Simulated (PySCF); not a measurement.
Polarisability and C₆ of P (phosphorus, neutral)

[Ne] 3s2 3p3, high-spin 4S determinant. Computed with PySCF 2.14 in aug-cc-pV(T+d)Z with one added diffuse shell each of s, p, d, f type (7s6p5d3f, 71 functions), with the non-relativistic Hamiltonian (point nucleus). Coupled (time-dependent) response in atomic units; α is the mean over directions.

| method | mean α (bohr³) | C₆ (like pair) | S(−4) |
| --- | --- | --- | --- |
| UHF | 25.48 | 188.5 | 197.3 |
| PBE | 27.67 | 206.2 | 268.1 |
| PBE0 | 26.48 | 196.2 | 229.8 |
| TPSSh | 26.46 | 197.7 | 226.9 |
| PW91 | 27.65 | 205.7 | 268.8 |

S(−4) is the Cauchy moment in α(ω) = α(0) + S(−4) ω² + …

Reference α: 25 ± 1 bohr³ (recommended; Schwerdtfeger and Nagle, table of static dipole polarizabilities (2023 update)). Published C₆: 185.0 (Chu and Dalgarno (2004); Tang, Norbeck and Certain (1976)).

α(iu) at TPSSh:

```tsv
u (hartree)	α(iu) (bohr³)
0	26.46
0.0500	25.91
0.100	24.43
0.200	20.13
0.300	15.86
0.500	9.786
0.750	5.775
1.00	3.738
1.50	1.921
2.00	1.179
3.00	0.5960
5.00	0.2609
```
